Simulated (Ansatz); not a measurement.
Wavefunction ladder for `[CH3][In]([CH3])[NH2]`

Z-matrix (Å, degrees):
```
C
In 1 2.149
H 1 1.091 2 110.4
H 1 1.091 2 110.4 3 -119.3
H 1 1.090 2 110.4 3 120.4
C 2 2.149 1 131.2 3 58.4
N 2 2.021 1 114.4 3 -121.6
H 6 1.091 2 110.8 1 -48.1
H 6 1.092 2 110.1 1 71.3
H 6 1.090 2 110.3 1 -168.9
H 7 1.007 2 124.6 1 -179.0
H 7 1.007 2 124.6 1 -1.7
```

The species carries charge 0 and has multiplicity 1. Correlated methods include outer-core shells of In, which these sets cover unevenly. In: def2 effective core potential. Geometry: relaxed with PBE0-D4/def2-TZVP. It is one conformer, not always the lowest. Frozen core, restricted reference, the Gaussian-basis code of Ansatz.

| basis | HF (Eh) | MP2 corr. |
| --- | --- | --- |
| def2-SVP | -323.93344 | -0.56410 |
| def2-TZVPP | -324.10248 | -0.87935 |
| def2-QZVPP | -324.11101 | -1.10580 |

Q: Estimate the CCSD correlation energy and the (T) correction in each basis where they were run (hartree).

A: 
```json
{"basis": "def2-SVP", "CCSD corr.": "-0.61356", "(T)": "-0.01806"}
{"basis": "def2-TZVPP", "CCSD corr.": "-0.90721", "(T)": "-0.03304"}
```
